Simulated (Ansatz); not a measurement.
Computed with Ansatz on PBE0-D4/def2-TZVP structures; ΔE is electronic, products minus reactants. CCSD(T)/CBS adds triple-zeta CCSD(T) − MP2 to the extrapolated MP2 energy (def2 sets, frozen cores). This one scheme is used for every species, atoms too. No spin–orbit coupling; open shells (•) take unrestricted orbitals. Spin–orbit coupling would lower the free atoms: a little for Cl. Bonds to Br are less sure, by a few kJ/mol each and by 10 to 20 or more in all where they break to atoms, as the def2 sets lack core-valence functions. Scalar relativity is left out up to krypton. One conformer a species, not always the lowest.

`[SH][AlH][Br]` + Cl• → `[SH][Al][Br]`• + HCl  (hydrogen abstraction from the Al–H bond)

```csv
species,CCSD(T)/CBS(def2) energy (Eh)
`[SH][AlH][Br]`,-3214.41891
Cl•,-459.70966
`[SH][Al][Br]`•,-3213.77962
HCl,-460.38127
```

(1) Work out ΔE.

(2) What do rigid-rotor, harmonic-oscillator terms from PBE0-D4/def2-TZVP frequencies (298.15 K, 1 bar) make of the CCSD(T)/CBS value? (An estimate is asked.)

Largest T1 diagnostic among the species: 0.012.

## Answers

(1) ΔE = (-3213.77962) + (-460.38127) − (-3214.41891) − (-459.70966) = -0.03232 Eh = -20.3 kcal/mol.

(2) The calculation gave: ΔZPE = -0.2 kcal/mol, ΔH = -20.1 kcal/mol, ΔS = 20 J/(mol·K), ΔG = -21.5 kcal/mol. Open shells count their whole term as degenerate.

From r2SCAN to r2SCAN0 (25 % exact exchange), in def2-TZVPP and without D4, ΔE moves by +2.0 kcal/mol. At CCSD(T), def2-SVP lies +5.6 kcal/mol from the extrapolated value and def2-TZVPP +1.4 kcal/mol. In def2-TZVPP, CCSD(T) changes the Hartree–Fock value by −9.2 kcal/mol (the triples alone add −1.5 kcal/mol) and MP2 by −12.5 kcal/mol.
